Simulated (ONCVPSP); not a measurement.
# Pseudopotential generation for Ti (Z = 22): ONCV, Wu-Cohen, scalar-relativistic.

ONCVPSP 4.0.1 input, shortened (lines: element, Z, core and valence counts, functional; n l f; lmax; l rc ep ncon nbas qcut; lloc lpopt rc5 dvloc0; l nproj debl; icmod fcfact rcfact), Wu-Cohen, scalar-relativistic:

```
  Ti 22.00    3    4  -118130      upf
    1    0    2.00
    2    0    2.00
    2    1    6.00
    3    0    2.00
    3    1    6.00
    3    2    2.00
    4    0    2.00
    2
    0    1.90    0.00    3    7    8.40
    1    1.65    0.00    4    7    6.50
    2    2.00    0.00    4    8    9.20
    4    5    1.60    0.00
    0    3    1.40
    1    2    2.30
    2    2    1.10
    3    5.50    1.25
```

All-electron outer shells of the reference configuration (Wu-Cohen, scalar-relativistic, ld1.x):

| shell | level (eV) | outermost node (bohr) | outermost maximum (bohr) |
| --- | --- | --- | --- |
| 2p | -444.27 | – | 0.22 |
| 3s | -62.47 | 0.40 | 0.87 |
| 3p | -38.80 | 0.37 | 0.90 |
| 4s | -4.49 | 1.24 | 2.92 |
| 3d | -4.28 | – | 0.98 |

What the tests gave:

- Cutoffs needed: 27 Ha and 32 Ha (the cutoffs (Ha) at which the residual kinetic energy of the hardest occupied pseudo-wave falls to 1 and 0.1 mHa per electron)
- Ghost test: no bound ghost flagged; no localised positive-energy state flagged
- Largest excitation error: +61 meV (all-electron minus pseudo) for 3s2 3p6 3d1 4s0, out of 4 test configurations
- rms error of d²Exc/dni dnj: 2.11 mHa without and 0.99 mHa with the model core

Generation and tests took about 5.6 s on one core of a shared server CPU.
